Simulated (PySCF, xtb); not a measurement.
C2H6ClFSi, SMILES F[C@@H](Cl)C[SiH3]. One conformer was computed; it need not be the lowest.

Harmonic wavenumbers (cm⁻¹) from GFN2-xTB in xtb at its own minimum, in rising order: 47, 129, 158, 298, 349, 486, 526, 591, 644, 745, 761, 774, 795, 798, 947, 1077, 1154, 1182, 1257, 1290, 1452, 2267, 2297, 2315, 2897, 2986, 3013.

What does PBE-D3(BJ)/def2-SVP in PySCF give at its own minimum? (An estimate is asked for; the answer gives what the named calculation found.)

55, 126, 160, 313, 363, 490, 506, 596, 640, 769, 818, 879, 910, 916, 942, 1058, 1160, 1195, 1241, 1321, 1362, 2166, 2187, 2197, 2987, 3012, 3054. Paired by order, the mean absolute difference is 43 cm⁻¹ and the zero-point energies are 44.7 and 44.9 kcal/mol.
